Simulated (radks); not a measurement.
Trend from Ni3+ to Pt3+: ionisation energy by Delta-SCF between NIST ground configurations, and size. Method: scalar-relativistic Kohn-Sham, SCAN, spin-unpolarised, spherical densities, finite nucleus; meta-GGA in the generalised Kohn-Sham scheme; Fermi nuclear charge, rms radius of each element as measured or else 0.836 A^(1/3) + 0.57 fm; computed with a radial shooting solver on a logarithmic mesh with Libxc functionals.

species,configuration,IE (eV),NIST (eV),kind,outermost,<r> outermost (bohr)
Ni3+,[Ar] 3d7,57.617,54.9,semi-emp.,3d,0.893
Pd3+,[Kr] 4d7,49.449,46,theory,4d,1.30
Pt3+,[Xe] 4f14 5d7,45.769,43,theory,5d,1.48

Reference values: NIST Atomic Spectra Database (exp. = measured, semi-emp. = semi-empirical, theory = theoretical value adopted there). Spin polarisation and multiplet splitting are left out, so open shells lie too high by an amount that depends on their filling. Spin-orbit splitting is averaged out at the scalar-relativistic level.

Beside tabulated values, note that spin-unpolarised runs miss the spin-polarisation part of the exchange energy of open shells.
